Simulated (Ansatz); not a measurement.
The same atomization along the group O, S, Se.

Gas-phase electronic energies from Ansatz, PBE0-D4/def2-TZVP geometries. CCSD(T)/CBS is the MP2 limit (def2-TZVPP, def2-QZVPP) plus CCSD(T) − MP2 in def2-TZVPP, frozen cores. Small cases extrapolate CCSD(T) itself. Open shells (•) are unrestricted, without spin–orbit coupling. Spin–orbit coupling would lower the free atoms: a little for B, O, S; clearly for Se. Bonds to Se are less sure, by a few kJ/mol each and by 10 to 20 or more in all where they break to atoms, as the def2 sets lack core-valence functions. Scalar relativity is left out up to krypton. Each species was taken in one conformer, which may not be the lowest.

(1) Order these by ΔE at CCSD(T)/CBS, lowest first. (An estimate is asked.)
A. `NBO` → B• + 4 H• + N• + O•
B. `NB[SeH]` → B• + 4 H• + N• + Se•
C. `NBS` → B• + 4 H• + N• + S•

Largest T1 diagnostic: 0.014, for B•.

Extrapolated directly: `NBO` → B• + 4 H• + N• + O•.

## Answers

(1) B (+567.1 kcal/mol), C (+585.6 kcal/mol), A (+646.2 kcal/mol).

For atomizations the MP2-based limit and the directly extrapolated one differ by several kJ/mol either way, and by 10 to 25 for some Ge, Se and Sn compounds, so smaller differences from it don't rank the levels.
